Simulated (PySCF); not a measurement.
A structure optimised at PBE-D3(BJ)/def2-SVP, used in a PySCF frequency run:

```xyz
15

C     -2.5075    -0.3047     0.0000
N     -1.0624    -0.3334     0.0000
C     -0.3708     0.2632    -1.1613
Si     1.1313     0.4523     0.0000
O      2.2813    -0.7731     0.0000
C     -0.3708     0.2632     1.1613
H     -2.9232     0.7399     0.0000
H     -2.9008    -0.8261     0.8974
H     -2.9008    -0.8261    -0.8974
H     -0.3473    -0.3937    -2.0575
H     -0.7932     1.2583    -1.4727
H      1.9449     1.7100     0.0000
H      1.9028    -1.6702     0.0000
H     -0.3473    -0.3937     2.0575
H     -0.7932     1.2583     1.4727
```
Charge 0, spin multiplicity 1.

Question: Write its SMILES, formula and point group.

Answer: CN1C[SiH](O)C1, C3H9NOSi, Cs

Question: What are its rotational constants (standard atomic weights)?

Answer: 6.5000, 1.8132, 1.7141 GHz
